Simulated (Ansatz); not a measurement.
Ansatz results at the PBE0-D4/def2-TZVP geometry: HOMO energy (PBE/def2-TZVPP) -5.98 eV; HOMO energy (B3LYP/def2-TZVPP) -6.97 eV; size of the dipole moment (B3LYP/def2-TZVPP) 5.79 D.

Each molecule was computed in one conformer, which needn't be the lowest.

(1) Which molecule gave them?
A. `CC1=CC(C)=[O+][B-](C)(O)O1`
B. `F[B-]1(F)OC=CC=[O+]1`
C. `CC1=CC(C)=[O+][Zn-]([Cl])[O]1`
D. `FC(F)(F)C1=CC(C(F)(F)F)=[O+][Ga-]([F])([F])[O]1`

Results:

(1) A. The others give `F[B-]1(F)OC=CC=[O+]1`: -7.14, -8.11, 6.14; `CC1=CC(C)=[O+][Zn-]([Cl])[O]1`: -6.31, -7.19, 5.93; `FC(F)(F)C1=CC(C(F)(F)F)=[O+][Ga-]([F])([F])[O]1`: -7.96, -8.98, 3.82.

B3LYP here is the variant with VWN-RPA as its local correlation; programs differ in this.
